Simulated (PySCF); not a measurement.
C6H11O, SMILES C[C](C)CC(C)=O, multiplicity 2.

Geometry: B3LYP-D3(BJ)/def2-SVP. The isomer is the one that the SMILES or the coordinates give; other isomers of the formula were not compared. Other conformers were not sampled.

Computed with TDA-PBE/def2-SVPD (PySCF).

Vertical excitations. 

Computed lowest excited states:
```json
[
 {"state": "root 1", "energy (eV)": "2.61", "λ (nm)": "475", "f": "0.016", "main pairs": "α HOMO→LUMO 85 %, β HOMO→LUMO 14 %"},
 {"state": "root 2", "energy (eV)": "3.37", "λ (nm)": "368", "f": "0.050", "main pairs": "α HOMO→LUMO 13 %, β HOMO→LUMO 84 %"},
 {"state": "root 3", "energy (eV)": "3.78", "λ (nm)": "328", "f": "0.011", "main pairs": "α HOMO→LUMO+1 100 %"},
 {"state": "root 4", "energy (eV)": "4.15", "λ (nm)": "299", "f": "0.000", "main pairs": "α HOMO−1→LUMO 63 %, β HOMO→LUMO+1 36 %"},
 {"state": "root 5", "energy (eV)": "4.65", "λ (nm)": "266", "f": "0.000", "main pairs": "α HOMO→LUMO+2 96 %"},
 {"state": "root 6", "energy (eV)": "4.71", "λ (nm)": "263", "f": "0.028", "main pairs": "α HOMO−1→LUMO 34 %, β HOMO→LUMO+1 60 %"}
]
```
Unrestricted roots are not spin-pure.
